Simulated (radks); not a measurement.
Q: Zn2+, configuration [Ne] 3s2 3p4 3d10 4d2 (not the ground configuration). All-electron calculation, Dirac Kohn-Sham, PBEsol, spin-unpolarised, spherical densities, point nucleus; open shells fill j = l - 1/2 first. Program: a radial shooting solver on a logarithmic mesh with Libxc functionals. Some entries of the table are withheld. Estimate them.

| orbital | occ. | eigenvalue (eV) | <r^2> (bohr^2) |
|---|---|---|---|
| 1s1/2 | 2 | -9574.212 | 0.003407 |
| 2s1/2 | 2 | -1208.852 | 0.06030 |
| 2p1/2 | 2 | -1071.972 | 0.04709 |
| 2p3/2 | 4 | -1048.035 | 0.04861 |
| 3s1/2 | 2 | -177.4915 | 0.5204 |
| 3p1/2 | 2 | (1) | (2) |
| 3p3/2 | 2 | (3) | (4) |
| 3d3/2 | 4 | -56.4110 | 0.7476 |
| 3d5/2 | 6 | -55.9818 | 0.7552 |
| 4s1/2 | 0 | -33.3590 | 4.305 |
| 4p1/2 | 0 | -24.2034 | 5.841 |
| 4p3/2 | 0 | -23.8932 | 5.971 |
| 4d3/2 | 2 | -12.2943 | 12.55 |
| 4d5/2 | 0 | -12.2680 | 12.61 |

A: 
(1) 3p1/2 eigenvalue (eV): -133.5789
(2) 3p1/2 <r^2> (bohr^2): 0.5591
(3) 3p3/2 eigenvalue (eV): -130.3820
(4) 3p3/2 <r^2> (bohr^2): 0.5747
